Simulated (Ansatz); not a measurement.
Born–Oppenheimer molecular dynamics of H₈N₄Ti (13 atoms, charge 0, multiplicity 1). It goes on from the last frame of an earlier run, with new velocities.

Theory: RKS PBE0-D4/def2-SVP (Ansatz).

```json
{
 "ensemble": "NVE (velocity Verlet)",
 "time step": "0.5 fs",
 "steps asked": "100",
 "starting velocities drawn for": "700 K",
 "seed": "591701"
}
```

First frame:

```xyz
13
Properties=species:S:1:pos:R:3
Ti -0.040 0.011 -0.102
N 0.139 0.126 1.795
H -0.376 0.938 2.128
H 0.697 -0.366 2.490
N 1.699 0.168 -0.773
H 2.462 -0.266 -0.228
H 2.186 0.962 -1.171
N -1.241 1.404 -0.597
H -2.252 1.420 -0.779
H -0.841 2.343 -0.670
N -0.680 -1.726 -0.229
H -1.221 -2.090 0.566
H -0.579 -2.416 -0.983
```

How far do the bonds stretch over the last three quarters of this one trajectory? (Pairs bonded in most of those frames.)


```tsv
bond	mean (Å)	spread (Å)	shortest	longest
Ti1–N2	1.858	0.060	1.77	1.95
Ti1–N5	1.900	0.021	1.87	1.93
Ti1–N8	1.873	0.029	1.83	1.92
Ti1–N11	1.919	0.059	1.84	1.99
N2–H3	1.024	0.053	0.94	1.11
N2–H4	1.024	0.022	0.99	1.06
N5–H6	1.021	0.011	1.00	1.04
N5–H7	1.019	0.008	1.01	1.04
N8–H9	1.024	0.033	0.97	1.07
N8–H10	1.017	0.012	1.00	1.04
N11–H12	1.021	0.025	0.98	1.06
N11–H13	1.020	0.014	1.00	1.05
```

Pairs bonded in part of these frames only: Ti1–H4 55 %, Ti1–H6 21 %, Ti1–H9 28 %.

Mean temperature of the second half: 383 K. The conserved energy stayed within 0.59 meV per atom of its start (net change 0.12 meV per atom), so the integration is sound. A run of 0.05 ps of so small a system gives no equilibrium averages.

Run time: 4.3 min on 4 threads of Arm Neoverse V2, with other jobs on the host, peak memory 0.34 GiB.
